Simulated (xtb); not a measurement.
C₄H₈OS, SMILES C[C@@H]1S[C@H](O1)C. All values are semi-empirical tight-binding results from xtb (GFN2-xTB unless named), good for trends rather than for accurate numbers. Geometry optimised at GFN2-xTB. The structure was generated by enumeration; whether it is a known compound was not checked.

Optimised geometry:

```xyz
14

C      2.3133     0.1760    -0.3716
C      0.9629    -0.4923    -0.2516
O      0.0000     0.0000    -1.1614
C     -0.9629     0.4923    -0.2516
C     -2.3133    -0.1760    -0.3716
S      0.0000     0.0000     1.2388
H      2.9731    -0.1886     0.4111
H      2.2062     1.2541    -0.2774
H      2.7421    -0.0522    -1.3450
H      1.0482    -1.5845    -0.3148
H     -1.0482     1.5845    -0.3148
H     -2.2062    -1.2541    -0.2774
H     -2.9731     0.1886     0.4111
H     -2.7421     0.0522    -1.3450
```
Charge 0, spin multiplicity 1.

Problem. Estimate the properties. (An estimate is asked for; the answer gives what the named calculation found.)

Solution. 
- point group as xtb finds it: C2
- orbital gap: 3.23 eV
- zero-point energy: 71.0 kcal/mol
- G − E(el) at 298.15 K (modified RRHO): 51.8 kcal/mol
- static polarisability (D4 model): 71.0 bohr³
- solvation energy, GFN2-xTB/ALPB(water): -0.9 kcal/mol
- solvation energy, GFN2-xTB/ALPB(methanol): -5.5 kcal/mol

Computed atomic charges and the Wiberg bond orders between heavy atoms:
charges (e) C1 -0.12, C2 0.18, O3 -0.33, C4 0.18, C5 -0.12, S6 -0.22, H7 0.06, H8 0.06, H9 0.06, H10 0.03, H11 0.03, H12 0.06, H13 0.06, H14 0.06. Bond orders C1–C2 1.02, C2–O3 0.98, O3–C4 0.98, C4–C5 1.02, C2–S6 0.96, C4–S6 0.96.
